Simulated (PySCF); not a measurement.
silicon monosulfide (SSi), singlet, geometry from GFN2-xTB, with bond 1-2 at 1.6 times its length. Base run: CAMB3LYP/def2-SV(P) (PySCF).

The PySCF input:
```python
from pyscf import gto, scf, dft

mol = gto.M(
    atom='''
Si    0.00000000    0.00000000   -2.26653246
S     0.00000000    0.00000000    0.93327807
''',
    basis='def2-sv(p)',
    verbose=4,
)

mf = dft.RKS(mol)
mf.xc = 'camb3lyp'
mf.kernel()
```

The base run was repeated with changes; each row names its change, and settings that it needs were set with it.

```csv
change,ΔE vs base (µEh),SCF cycles,outcome
base,0.0,17,converged
level_shift = 1.0 (with mf.max_cycle = 100),0.0,62,converged
init_guess = 1e,0.0,18,converged
level_shift = 0.1 (with mf.max_cycle = 100),0.0,27,converged
init_guess = sap,0.0,16,converged
conv_tol = 1e-11,0.0,19,converged
solver = newton; init_guess = 1e,0.0,-,converged
diis = off (with mf.max_cycle = 100),-,100,not converged
conv_tol = 1e-6,0.0,16,converged
DIIS = EDIIS,-,50,not converged
DIIS = ADIIS,-,50,not converged
damp = 0.5; diis_start_cycle = 5,0.0,25,converged
diis = off; damp = 0.6 (with mf.diis_start_cycle = 200; with mf.max_cycle = 150),-,150,not converged
```
